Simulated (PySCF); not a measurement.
Compound: C₅H₉OP.
SMILES: `CP1(=O)CC=CC1`

Theory: TDDFT CAM-B3LYP/def2-SVPD, vertical, gas phase, core orbitals frozen in the response (PySCF 2.14.0, density-fitted response routines). Geometry: GFN2-xTB, one conformer, isolated molecule.

Lowest singlets, with some entries withheld (?).

| state | λ (nm) | f | main configurations (H = HOMO, L = LUMO) |
| --- | --- | --- | --- |
| S1 | 181.5 | ? | ? |
| S2 | 178.3 | 0.099 | ? |
| S3 | 175.4 | 0.0027 | H→L+1 (71%), H-2→L+1 (12%), H→L+2 (8%) |
| S4 | 168.6 | ? | H-2→L (47%), H-1→L+1 (31%) |
| S5 | ? | 0.056 | H-2→L+1 (35%), H→L+2 (29%), H→L+1 (11%) |
| S6 | 166.3 | 0.116 | H-2→L (47%), H-1→L+1 (30%), H-1→L+2 (10%) |
| S7 | ? | 0.0000 | ? |
| S8 | 155.5 | ? | H→L+2 (40%), H-2→L+1 (24%), H-2→L+2 (17%) |

Supply the missing values.

- S1: f = 0.015; H-1→L (94%)
- S2: H→L (92%)
- S4: f = 0.0009
- S5: λ = 166.4 nm
- S7: λ = 159.8 nm; H-1→L+2 (44%), H-1→L+1 (29%), H-1→L+5 (9%)
- S8: f = 0.0066

Where do the lowest triplets lie (Tamm–Dancoff)?

T1 4.38 eV, H→L (64%), H-2→L (30%); T2 6.63 eV, H-1→L (90%); T3 6.95 eV, H→L+1 (70%), H-2→L+1 (12%). E(S1) − E(T1) = +2.45 eV.

What is the mean static polarisability from the same response equations?

79.4 au (11.77 Å³), with principal values 71.7, 82.6 and 84.0 au.

How far apart are S3 and S6, in eV and cm⁻¹?

7.455 − 7.068 = 0.387 eV, or about 3120 cm⁻¹.

On one thread, Arm Neoverse V1 (shared host), this took 64 s of wall time.
